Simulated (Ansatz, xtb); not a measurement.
Isomers of C2H9BrOSi2 in order of energy

3 gas-phase structures of C2H9BrOSi2, from a drawn sample of its isomers (lower ones may exist). Each was relaxed with GFN2-xTB; where two conformers were screened, the lower at r2SCAN-D4/def2-SVP is listed:

A. `CO[SiH2][Si@H](C)Br`, a singlet
B. `CCO[Si@H]([SiH3])Br`, a singlet
C. `CO[Si@H](Br)C[SiH3]`, a singlet

Task: Which do you expect lowest at r2SCAN-D4/def2-SVP, and how would the others follow?

Result: Calculated order at r2SCAN-D4/def2-SVP: C (0.000), A (0.419), B (0.457) eV. Less than 1 kcal/mol parts A and B, so the order within that pair means little.

Energies above the lowest of each column, in eV; the last columns are at PBE0-D3(BJ)/def2-SVP geometries:

```json
{"structure": "C", "GFN2-xTB": "0.116", "HF/STO-3G": "0.000", "r2SCAN-D4/def2-SVP": "0.000", "PBE0-D3(BJ)/def2-SVP": "0.000", "CCSD(T)/def2-SVP + ΔMP2/def2-TZVPP": "0.000"}
{"structure": "A", "GFN2-xTB": "0.316", "HF/STO-3G": "0.190", "r2SCAN-D4/def2-SVP": "0.419", "PBE0-D3(BJ)/def2-SVP": "0.257", "CCSD(T)/def2-SVP + ΔMP2/def2-TZVPP": "0.366"}
{"structure": "B", "GFN2-xTB": "0.000", "HF/STO-3G": "0.303", "r2SCAN-D4/def2-SVP": "0.457", "PBE0-D3(BJ)/def2-SVP": "0.345", "CCSD(T)/def2-SVP + ΔMP2/def2-TZVPP": "0.476"}
```

CCSD(T)/def2-SVP + ΔMP2/def2-TZVPP puts C lowest; GFN2-xTB picks B. Some further structures that were screened fall inside this span and aren't listed. Flexible structures stand in one conformer each, not always the lowest. ΔMP2 is the change of the MP2 energy from the smaller to the larger basis.

Programs: Ansatz 0.2.0, xtb 6.7.1.
